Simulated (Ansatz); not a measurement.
trans-ZnCl2(NH3)4 (ZnN₄Cl₂H₁₂), 19 atoms. Hardware: 4 threads of Arm Neoverse V2 on a shared host.

Correlated methods freeze 23 core orbitals.

How many basis functions does each of these Ansatz runs have, and roughly what does it cost? LC-ωPBE/def2-TZVP, charge 0 singlet, energy, from earlier orbitals; PBE0-D4/def2-SVP, charge 0 singlet, energy, from earlier orbitals; PBE0-D4/def2-SVP, charge 0 singlet, relaxation, 25 steps; RPA@PBE/def2-TZVP, charge 0 singlet, energy, from earlier orbitals; ωB97M-V/def2-TZVP, charge 0 singlet, energy, from earlier orbitals; PBE0-D4/def2-TZVP, charge 0 singlet, energy, from earlier orbitals; PBE-D4/def2-SVP, charge 0 singlet, energy, from earlier orbitals; PBE-D4/def2-TZVP, charge 0 singlet, energy and forces, from earlier orbitals; MP2/def2-TZVP, charge 0 singlet, energy, from earlier orbitals; r2SCAN-D4/def2-TZVP, charge 0 singlet, energy, from earlier orbitals; B2PLYP/def2-TZVP, charge 0 singlet, energy, from earlier orbitals.

Other jobs shared the machine, so times can vary by a factor of up to 3. A dash marks memory too small to be measured apart from the calling script's.

| run | functions | fitting or Cholesky vectors | wall time | peak host memory (GiB) |
| --- | --- | --- | --- | --- |
| PBE-D4/def2-SVP, charge 0 singlet, energy, from earlier orbitals | 183 | 2132 | 2.7 s | – |
| PBE0-D4/def2-SVP, charge 0 singlet, energy, from earlier orbitals | 183 | 1826 | 4.3 s | 0.56 |
| PBE-D4/def2-TZVP, charge 0 singlet, energy and forces, from earlier orbitals | 318 | 2120 | 6.5 s | 0.64 |
| LC-ωPBE/def2-TZVP, charge 0 singlet, energy, from earlier orbitals | 318 | 2120 | 7 s | 0.97 |
| MP2/def2-TZVP, charge 0 singlet, energy, from earlier orbitals | 318 | 2213 | 11 s | 1.2 |
| r2SCAN-D4/def2-TZVP, charge 0 singlet, energy, from earlier orbitals | 318 | 2120 | 11 s | 0.7 |
| PBE0-D4/def2-TZVP, charge 0 singlet, energy, from earlier orbitals | 318 | 2225 | 13 s | 1.3 |
| RPA@PBE/def2-TZVP, charge 0 singlet, energy, from earlier orbitals | 318 | 2213 | 16 s | 1.1 |
| B2PLYP/def2-TZVP, charge 0 singlet, energy, from earlier orbitals | 318 | 2213 | 17 s | 1.2 |
| ωB97M-V/def2-TZVP, charge 0 singlet, energy, from earlier orbitals | 318 | 2171 | 27 s | 1.6 |
| PBE0-D4/def2-SVP, charge 0 singlet, relaxation, 25 steps | 183 | 1959 | 1.9 min | 0.63 |
